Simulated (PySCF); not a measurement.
## How many f electrons in NdB?

Unrestricted PBE0; Nd x2c-SVPall, B x2c-SVPall; spin-free X2C with a Gaussian nucleus (PySCF 2.14). The search starts from ions with several 4f fillings and holds each by maximum overlap.

The lowest solution has 2Ms+1 = 8, about 3.7 4f electrons, near 2.34 Å.

The lowest solution of each spin and filling, followed along the bond (rough minima from three points):

```
2Ms+1  4f population  ⟨S²⟩ at the start  R at minimum (Å)  Te (eV)
    8           3.70              15.75              2.34     0.00
    6           3.83               9.77              2.39     0.56
    4           3.93               5.78              2.41     0.64
    8           3.19              15.75              2.32     0.89
```

Solutions at the starting distance of 2.370 Å, counted from the lowest; the search is not exhaustive:

```csv
2Ms+1,4f population,E (eV),⟨S²⟩,⟨Lz²⟩,μ (D)
8,3.70,0.00,15.75,9.9,-5.33
8,3.94,0.14,15.75,12.5,-6.07
6,3.83,0.56,9.77,11.4,-4.88
6,3.90,0.58,9.62,14.6,-5.17
8,3.60,0.62,15.75,5.5,-4.17
4,3.93,0.64,5.78,9.0,-4.02
4,3.94,0.64,5.62,12.5,-3.86
8,3.99,0.82,15.75,10.0,-3.28
8,3.19,0.90,15.75,15.9,-5.92
6,3.95,0.99,9.62,10.0,-2.52
6,3.99,1.19,9.76,10.0,-3.27
6,3.85,1.21,8.81,10.5,-8.06
4,3.44,1.30,4.91,14.0,-2.82
4,3.91,1.34,4.90,10.1,-7.89
```

Partly filled real f orbitals mix terms, so no term symbols are given. A population far from a whole number shows f orbitals mixing with d and ligand orbitals, not a clean configuration. A positive dipole means Nd(−)B(+).

Spin–orbit coupling is left out. With d or f electrons several states lie close, and the lowest PBE0 determinant need not be the measured ground state.
